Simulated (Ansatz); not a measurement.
`C[Se][SiH2]S` + `CCOC=O` → `O=COC[SiH2]S` + dimethyl selenide  (formal exchange of groups at the Si–Se bond)

Program: Ansatz. Geometries: PBE0-D4/def2-TZVP. ΔE: electronic, gas phase. CCSD(T)/CBS is the MP2 limit (def2-TZVPP, def2-QZVPP) plus CCSD(T) − MP2 in def2-TZVPP, frozen cores. Functionals use def2-TZVPP. For Se outer-core shells are correlated without core-valence functions, which leaves a few kJ/mol of doubt a bond. Scalar relativity is left out up to krypton. Each species was taken in one conformer, which may not be the lowest.

`C[Se][SiH2]S`:

Z-matrix (Å, degrees):
```
C
Se 1 1.957
H 1 1.088 2 109.7
H 1 1.088 2 106.5 3 -118.9
H 1 1.088 2 110.1 3 122.1
Si 2 2.261 1 97.0 3 -52.5
S 6 2.138 2 113.4 1 56.8
H 6 1.484 2 112.4 1 -59.3
H 6 1.483 2 105.0 1 -179.9
H 7 1.344 6 94.4 2 57.6
```

`CCOC=O`:

Cartesian coordinates in Å:
```
C -0.362 -0.271 -1.293
C -0.306 0.728 -0.164
O 0.869 0.539 0.644
C 0.784 -0.374 1.607
O -0.173 -1.044 1.866
H -1.224 -0.058 -1.929
H -0.465 -1.286 -0.908
H 0.539 -0.213 -1.907
H -1.187 0.652 0.476
H -0.219 1.749 -0.536
H 1.743 -0.420 2.144
```

`O=COC[SiH2]S`:

Z-matrix (Å, degrees):
```
C
Si 1 1.892
O 1 1.438 2 111.1
H 1 1.093 2 110.5 3 122.3
H 1 1.091 2 110.4 3 -117.3
S 2 2.140 1 105.6 3 -169.6
H 2 1.483 1 109.3 3 -47.7
H 2 1.485 1 110.6 3 72.5
C 3 1.332 1 116.1 2 91.0
H 6 1.342 2 94.0 1 -147.0
O 9 1.196 3 126.0 1 0.2
H 9 1.099 3 108.9 1 179.9
```

`C[Se]C`:

Cartesian coordinates in Å:
```
C -1.308 0.280 0.566
Se 0.507 0.946 0.721
C 1.313 -0.270 -0.558
H -1.672 0.402 -0.454
H -1.925 0.872 1.241
H -1.355 -0.768 0.862
H 1.192 -1.302 -0.230
H 0.872 -0.131 -1.545
H 2.375 -0.029 -0.602
```

Task: Is it downhill or uphill in electronic energy at CCSD(T)/CBS, and by how much? (Estimate.)

Result: Ansatz gave: Uphill: ΔE = +24.2 kcal/mol.

Task: What do these levels give: ωB97X-V, ωB97M-V, PBE, MP2/def2-TZVPP, CCSD/def2-TZVPP, CCSD(T)/def2-TZVPP? (An estimate is asked.)

Result: Ansatz gave: ωB97X-V 23.4, ωB97M-V 23.4, PBE 23.4, MP2/def2-TZVPP 24.0, CCSD/def2-TZVPP 23.1, CCSD(T)/def2-TZVPP 23.1 kcal/mol.

Largest T1 diagnostic among the species: 0.015.

From PBE to PBE0 (25 % exact exchange), in def2-TZVPP and without D4, ΔE moves by +1.0 kcal/mol.
